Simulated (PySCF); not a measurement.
CH4N (SMILES C[NH]), doublet, geometry from GFN2-xTB; CAMB3LYP/def2-SV(P) (PySCF).

The PySCF input:
```python
from pyscf import gto, scf, dft

mol = gto.Mole()
mol.atom = '''
    C     0.05090308    0.60657921    0.04088531
    N     0.00214245   -0.78641762    0.06273665
    H    -0.95624751    1.05804230    0.01396982
    H    -0.49330169   -1.14841740   -0.75166274
    H     0.58554129    0.96413175    0.92219723
    H     0.54359232    0.99169139   -0.86897269
'''
mol.basis = 'def2-sv(p)'
mol.spin = 1
mol.verbose = 4
mol.symmetry = True
mol.build()

mf = dft.UKS(mol)
mf.xc = 'camb3lyp'
mf.kernel()
mf.analyze()
```

It wrote (shortened):

```
PySCF version 2.14.0

[INPUT] verbose = 4
[INPUT] num. atoms = 6
[INPUT] num. electrons = 17
[INPUT] charge = 0
[INPUT] spin (= nelec alpha-beta = 2S) = 1
[INPUT] symmetry True subgroup None
[INPUT] Mole.unit = angstrom
[INPUT] Symbol           X                Y                Z      unit          X                Y                Z       unit  Magmom
[INPUT]  1 C      0.050903080000   0.606579210000   0.040885310000 AA    0.096192880097   1.146268579755   0.077262038418 Bohr   0.0
[INPUT]  2 N      0.002142450000  -0.786417620000   0.062736650000 AA    0.004048643736  -1.486113921332   0.118555086473 Bohr   0.0
[INPUT]  3 H     -0.956247510000   1.058042300000   0.013969820000 AA   -1.807045901197   1.999410175205   0.026399133809 Bohr   0.0
[INPUT]  4 H     -0.493301690000  -1.148417400000  -0.751662740000 AA   -0.932205090885  -2.170194362685  -1.420436716640 Bohr   0.0
[INPUT]  5 H      0.585541290000   0.964131750000   0.922197230000 AA    1.106512672725   1.821944955498   1.742700197533 Bohr   0.0
[INPUT]  6 H      0.543592320000   0.991691390000  -0.868972690000 AA    1.027240608217   1.874025127189  -1.642120393827 Bohr   0.0

nuclear repulsion = 36.7288796489766
point group symmetry = Cs
symmetry origin: [ 4.44641441e-09 -4.44641445e-09  3.33481081e-09]
symmetry axis x: [ 0.49968866 -0.12010289  0.85783829]
symmetry axis y: [-0.09356523 -0.99203025 -0.08438912]
symmetry axis z: [ 0.86113692 -0.03809555 -0.50694372]
num. orbitals of irrep A' = 26
num. orbitals of irrep A" = 10
number of shells = 20
number of NR pGTOs = 64
number of NR cGTOs = 36
basis = def2-sv(p)
ecp = {}

******** <class 'pyscf.dft.uks_symm.SymAdaptedUKS'> ********
method = SymAdaptedUKS
initial guess = minao
damping factor = 0
level_shift factor = 0
DIIS = <class 'pyscf.scf.diis.CDIIS'>
diis_start_cycle = 1
diis_space = 8
diis_damp = 0
SCF conv_tol = 1e-09
SCF conv_tol_grad = None
SCF max_cycles = 50
direct_scf = True
direct_scf_tol = 1e-13
number electrons alpha = 9  beta = 8
XC library pyscf.dft.libxc version 7.1.2
    S. Lehtola, C. Steigemann, M. J. T. Oliveira, and M. A. L. Marques,  SoftwareX 7, 1–5 (2018)
XC functionals = camb3lyp
    T. Yanai, D. P. Tew, and N. C. Handy,  Chem. Phys. Lett. 393, 51 (2004)
radial grids:
    Treutler-Ahlrichs [JCP 102, 346 (1995); DOI:10.1063/1.469408] (M4) radial grids

becke partition: Becke, JCP 88, 2547 (1988); DOI:10.1063/1.454033
pruning grids: <function nwchem_prune>
grids dens level: 3
symmetrized grids: True
atomic radii adjust function: <function treutler_atomic_radii_adjust>
small_rho_cutoff = 0
Freeze 0 electrons in irreps []
    17 free electrons in irreps A' A"
Set gradient conv threshold to 3.16228e-05
tot grids = 67256
init E= -95.0434981323468

cycle= 1 E= -95.0287463984977  delta_E= 0.0148  |g|= 0.174  |ddm|= 1.56
cycle= 2 E= -95.041827263108  delta_E= -0.0131  |g|= 0.133  |ddm|= 0.312
cycle= 3 E= -95.0498200836194  delta_E= -0.00799  |g|= 0.0253  |ddm|= 0.152
cycle= 4 E= -95.0503946647685  delta_E= -0.000575  |g|= 0.00844  |ddm|= 0.0289
cycle= 5 E= -95.0504820405203  delta_E= -8.74e-05  |g|= 0.00334  |ddm|= 0.0165
cycle= 6 E= -95.0504913142806  delta_E= -9.27e-06  |g|= 0.00106  |ddm|= 0.0045
cycle= 7 E= -95.050492572384  delta_E= -1.26e-06  |g|= 0.000229  |ddm|= 0.00199
cycle= 8 E= -95.0504926502161  delta_E= -7.78e-08  |g|= 6.67e-05  |ddm|= 0.000628
cycle= 9 E= -95.0504926588484  delta_E= -8.63e-09  |g|= 1.51e-05  |ddm|= 0.000254
cycle= 10 E= -95.0504926592331  delta_E= -3.85e-10  |g|= 3.38e-06  |ddm|= 5.17e-05
Extra cycle  E= -95.0504926592488  delta_E= -1.57e-11  |g|= 1.41e-06  |ddm|= 7.31e-06
converged SCF energy = -95.0504926592488  <S^2> = 0.75360387  2S+1 = 2.0036006
**** SCF Summaries ****
Total Energy =                         -95.050492659248818
Nuclear Repulsion Energy =              36.728879648976630
One-electron Energy =                 -200.145068503613885
Two-electron Energy =                   68.365696195388423
Two-electron Coulomb Energy =           82.105712337580556
DFT Exchange-Correlation Energy =      -13.740016142192136
Wave-function symmetry = A"
alpha occupancy for each irrep:     A'   A"
                                     7    2
beta  occupancy for each irrep:     A'   A"
                                     7    1
**** MO energy ****
alpha MO #1 (A' #1), energy= -14.398860717745 occ= 1
alpha MO #2 (A' #2), energy= -10.273582178528 occ= 1
alpha MO #3 (A' #3), energy= -0.963106081993488 occ= 1
alpha MO #4 (A' #4), energy= -0.723784108279362 occ= 1
alpha MO #5 (A' #5), energy= -0.551454996868631 occ= 1
alpha MO #6 (A" #1), energy= -0.516243412298644 occ= 1
alpha MO #7 (A' #6), energy= -0.477413871011494 occ= 1
alpha MO #8 (A' #7), energy= -0.33880839142563 occ= 1
alpha MO #9 (A" #2), energy= -0.327441576828824 occ= 1
alpha MO #10 (A' #8), energy= 0.10249899777419 occ= 0
alpha MO #11 (A' #9), energy= 0.143950832098647 occ= 0
alpha MO #12 (A" #3), energy= 0.175018680662431 occ= 0
alpha MO #13 (A' #10), energy= 0.18570644707298 occ= 0
alpha MO #14 (A' #11), energy= 0.279386573686726 occ= 0
alpha MO #15 (A" #4), energy= 0.512206885906549 occ= 0
alpha MO #16 (A' #12), energy= 0.524567691408115 occ= 0
alpha MO #17 (A' #13), energy= 0.566657511248359 occ= 0
alpha MO #18 (A' #14), energy= 0.663597035997268 occ= 0
alpha MO #19 (A' #15), energy= 0.727747723529574 occ= 0
alpha MO #20 (A" #5), energy= 0.733758095316716 occ= 0
alpha MO #21 (A' #16), energy= 0.77026419081901 occ= 0
alpha MO #22 (A' #17), energy= 0.78000009613855 occ= 0
alpha MO #23 (A" #6), energy= 0.824870138325084 occ= 0
alpha MO #24 (A' #18), energy= 0.854543478589337 occ= 0
alpha MO #25 (A' #19), energy= 0.975335605375225 occ= 0
alpha MO #26 (A' #20), energy= 1.14405215519251 occ= 0
alpha MO #27 (A" #7), energy= 1.61910905657936 occ= 0
alpha MO #28 (A' #21), energy= 1.71084515847865 occ= 0
alpha MO #29 (A" #8), energy= 2.05315521699494 occ= 0
alpha MO #30 (A' #22), energy= 2.11428628982428 occ= 0
alpha MO #31 (A' #23), energy= 2.15908180751583 occ= 0
alpha MO #32 (A" #9), energy= 2.26708531374414 occ= 0
alpha MO #33 (A' #24), energy= 2.50071794052376 occ= 0
alpha MO #34 (A" #10), energy= 2.62056556840749 occ= 0
alpha MO #35 (A' #25), energy= 2.6761291351774 occ= 0
alpha MO #36 (A' #26), energy= 3.02802721633678 occ= 0
beta  MO #1 (A' #1), energy= -14.3795337816982 occ= 1
beta  MO #2 (A' #2), energy= -10.2746987612216 occ= 1
beta  MO #3 (A' #3), energy= -0.92637263488588 occ= 1
beta  MO #4 (A' #4), energy= -0.705567331400625 occ= 1
beta  MO #5 (A' #5), energy= -0.539370699420253 occ= 1
beta  MO #6 (A" #1), energy= -0.48542772481093 occ= 1
beta  MO #7 (A' #6), energy= -0.471590694549676 occ= 1
beta  MO #8 (A' #7), energy= -0.316015481707553 occ= 1
beta  MO #9 (A" #2), energy= -0.0189600677831168 occ= 0
beta  MO #10 (A' #8), energy= 0.105744508738576 occ= 0
beta  MO #11 (A' #9), energy= 0.148291792584279 occ= 0
beta  MO #12 (A" #3), energy= 0.18168246167 occ= 0
beta  MO #13 (A' #10), energy= 0.187365746906337 occ= 0
beta  MO #14 (A' #11), energy= 0.285806836205269 occ= 0
beta  MO #15 (A' #12), energy= 0.527618278659019 occ= 0
beta  MO #16 (A" #4), energy= 0.527879284226239 occ= 0
beta  MO #17 (A' #13), energy= 0.572936550172764 occ= 0
beta  MO #18 (A' #14), energy= 0.673832096404633 occ= 0
beta  MO #19 (A' #15), energy= 0.728993121876087 occ= 0
beta  MO #20 (A" #5), energy= 0.737409521385506 occ= 0
beta  MO #21 (A' #16), energy= 0.774408692913079 occ= 0
beta  MO #22 (A' #17), energy= 0.797383118703235 occ= 0
beta  MO #23 (A' #18), energy= 0.867782346854986 occ= 0
beta  MO #24 (A" #6), energy= 0.900369788153613 occ= 0
beta  MO #25 (A' #19), energy= 0.989922927341971 occ= 0
beta  MO #26 (A' #20), energy= 1.16218496897872 occ= 0
beta  MO #27 (A" #7), energy= 1.63654351883294 occ= 0
beta  MO #28 (A' #21), energy= 1.71466869882683 occ= 0
beta  MO #29 (A" #8), energy= 2.08292600953568 occ= 0
beta  MO #30 (A' #22), energy= 2.12308963464629 occ= 0
beta  MO #31 (A' #23), energy= 2.16711671460533 occ= 0
beta  MO #32 (A" #9), energy= 2.31830918495226 occ= 0
beta  MO #33 (A' #24), energy= 2.55352750471344 occ= 0
beta  MO #34 (A" #10), energy= 2.67290313238482 occ= 0
beta  MO #35 (A' #25), energy= 2.69981013773613 occ= 0
beta  MO #36 (A' #26), energy= 3.04810586683795 occ= 0
 ** Mulliken pop alpha/beta on meta-lowdin orthogonal AOs **
 ** Mulliken pop       alpha | beta **
pop of  0 C 1s        0.99993 | 0.99993
pop of  0 C 2s        0.48563 | 0.49439
pop of  0 C 3s        0.00257 | 0.00247
pop of  0 C 2px       0.54455 | 0.56276
pop of  0 C 2py       0.45564 | 0.47773
pop of  0 C 2pz       0.55265 | 0.56315
pop of  0 C 3px       0.00256 | 0.00172
pop of  0 C 3py       0.00408 | 0.00403
pop of  0 C 3pz       0.00270 | 0.00241
pop of  0 C 3dxy      0.00134 | 0.00033
pop of  0 C 3dyz      0.00104 | 0.00073
pop of  0 C 3dz^2     0.00089 | 0.00087
pop of  0 C 3dxz      0.00073 | 0.00069
pop of  0 C 3dx2-y2    0.00104 | 0.00110
pop of  1 N 1s        0.99995 | 0.99996
pop of  1 N 2s        0.76531 | 0.73821
pop of  1 N 3s        0.00539 | 0.00604
pop of  1 N 2px       0.90503 | 0.22718
pop of  1 N 2py       0.64584 | 0.62992
pop of  1 N 2pz       0.79765 | 0.55483
pop of  1 N 3px       0.00396 | 0.00092
pop of  1 N 3py       0.00313 | 0.00361
pop of  1 N 3pz       0.00297 | 0.00242
pop of  1 N 3dxy      0.00040 | 0.00029
pop of  1 N 3dyz      0.00065 | 0.00055
pop of  1 N 3dz^2     0.00108 | 0.00079
pop of  1 N 3dxz      0.00129 | 0.00130
pop of  1 N 3dx2-y2    0.00100 | 0.00104
pop of  2 H 1s        0.47802 | 0.41984
pop of  2 H 2s        0.00401 | 0.00378
pop of  3 H 1s        0.39027 | 0.41726
pop of  3 H 2s        0.00575 | 0.00586
pop of  4 H 1s        0.44651 | 0.44586
pop of  4 H 2s        0.00440 | 0.00441
pop of  5 H 1s        0.47802 | 0.41984
pop of  5 H 2s        0.00401 | 0.00378
In total             9.00000 | 8.00000
 ** Mulliken atomic charges   ( Nelec_alpha | Nelec_beta ) **
charge of  0C =     -0.16767  (     3.05535      3.11231 )
charge of  1N =     -0.30070  (     4.13364      3.16706 )
charge of  2H =      0.09435  (     0.48203      0.42362 )
charge of  3H =      0.18086  (     0.39603      0.42312 )
charge of  4H =      0.09882  (     0.45091      0.45027 )
charge of  5H =      0.09435  (     0.48203      0.42362 )
Dipole moment(X, Y, Z, Debye): -0.75143,  1.23154, -1.36900
```
